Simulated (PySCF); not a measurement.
H₃S₂, SMILES [SH2+]S, charge +1.

Geometry: B3LYP-D3(BJ)/def2-TZVP. The isomer is the one that the SMILES or the coordinates give; other isomers of the formula were not compared.

Method: PySCF with HF/def2-TZVPD.

```
Item                                                               Value
------------------------------------------------  ----------------------
total energy                                          -796.53795 hartree
point group                                                           Cs
highest occupied level                                         -16.97 eV
lowest empty level                                              -4.04 eV
orbital gap                                                     12.93 eV
dipole moment about the centre of nuclear charge                  2.29 D
mean static polarisability                          36.5 bohr³ (5.41 Å³)
polarisability, principal values                  30.7, 30.8, 48.1 bohr³
```
